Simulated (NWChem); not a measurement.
CH$_{7}$FN$_{2}$Si; SMILES C[Si](N)(N)F

```xyz
12

C     -0.0208    -1.7762    -0.4467
Si     0.0010     0.0335    -0.0232
N     -1.4927     0.4266     0.7422
N      1.5037     0.3912     0.7419
F      0.0124     0.9926    -1.3420
H     -0.9183    -2.0272    -1.0313
H     -0.0266    -2.4029     0.4602
H      0.8686    -2.0481    -1.0343
H     -1.7449     1.3906     0.9288
H     -1.8894    -0.1936     1.4379
H      1.7792     1.3490     0.9270
H      1.8849    -0.2372     1.4388
```
Atoms are numbered in this order, from 1.

Program: NWChem. Pople sets run with spherical d functions. All runs use the structure optimised with PBE0/def2-SVP. No frequency run checked for a minimum. Atomic charges in e: unrestrained fits to the electrostatic potential beside Mulliken populations; buried atoms are poorly determined by the fit.

**Question.** What does the run give for Hartree-Fock/6-31G*? Quantities: ESP C1; Mulliken C1; ESP Si2; Mulliken Si2; ESP N3; Mulliken N3; ESP N4; Mulliken N4; ESP F5; Mulliken F5; relative RMS misfit of the potential (%).

**Answer.** 
- ESP C1: -0.44
- Mulliken C1: -0.82
- ESP Si2: 1.46
- Mulliken Si2: 1.47
- ESP N3: -1.23
- Mulliken N3: -1.07
- ESP N4: -1.23
- Mulliken N4: -1.07
- ESP F5: -0.44
- Mulliken F5: -0.54
- relative RMS misfit of the potential (%): 23
